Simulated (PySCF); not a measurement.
A structure optimised at PBE-D3(BJ)/def2-SVP, used in a PySCF frequency run:

```xyz
7

Mo     0.0962    -0.6788     0.0000
O      0.9091    -1.1939    -1.3984
O      0.9091    -1.1939     1.3984
Br    -0.0757     1.7561     0.0000
N     -1.6632    -1.4678     0.0000
H     -2.1454    -1.7885    -0.8473
H     -2.1454    -1.7885     0.8473
```
Charge 0, spin multiplicity 1.

Q: Write its SMILES, formula and point group.

A: [NH2][Mo](=[O])(=[O])[Br], BrH2MoNO2, Cs

Q: What are its rotational constants (standard atomic weights)?

A: 3.6253, 1.1579, 1.1285 GHz
